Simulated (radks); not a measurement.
Ni3+, 25 electrons, occupied as [Ar] 3d4 4p3 (not the ground configuration).

Calculated with a radial shooting solver on a logarithmic mesh with Libxc functionals: scalar-relativistic Kohn-Sham, PBE, spin-polarised, spherical densities, point nucleus; open shells are filled with parallel spins first.

Energy parts (eV):
part                      energy
total                 -41226.915
kinetic                41807.727
electron-nucleus      -97239.593
Hartree                15864.319
exchange-correlation   -1659.368

Orbitals (lengths in bohr, moments of r in powers of bohr):
1s up: occ. 1; eigenvalue (eV) -8287.017; <r^4> 0.00003986; <1/r> 28.09
1s down: occ. 1; eigenvalue (eV) -8286.781; <r^4> 0.00003986; <1/r> 28.09
2s up: occ. 1; eigenvalue (eV) -1062.153; <r^4> 0.008746; <1/r> 6.064
2s down: occ. 1; eigenvalue (eV) -1058.856; <r^4> 0.008664; <1/r> 6.077
2p up: occ. 3; eigenvalue (eV) -924.3405; <r^4> 0.006586; <1/r> 5.949
2p down: occ. 3; eigenvalue (eV) -921.7263; <r^4> 0.006507; <1/r> 5.960
3s up: occ. 1; eigenvalue (eV) -184.3298; <r^4> 0.5342; <1/r> 1.996
3s down: occ. 1; eigenvalue (eV) -177.8448; <r^4> 0.5447; <1/r> 1.983
3p up: occ. 3; eigenvalue (eV) -143.6546; <r^4> 0.6580; <1/r> 1.873
3p down: occ. 3; eigenvalue (eV) -137.2205; <r^4> 0.6754; <1/r> 1.858
3d up: occ. 4; eigenvalue (eV) -78.5652; <r^4> 1.084; <1/r> 1.627
3d down: occ. 0; eigenvalue (eV) -72.0058; <r^4> 1.147; <1/r> 1.609
4p up: occ. 3; eigenvalue (eV) -35.1750; <r^4> 35.99; <1/r> 0.6338

The highest occupied level is 4p up at -35.175 eV. The configuration is held as typed, so some empty levels lie below it. Summed over all electrons, <r^2> = 23.11 bohr^2, which gives a Langevin (diamagnetic) susceptibility term of -18.3 x 10^-6 cm^3/mol.
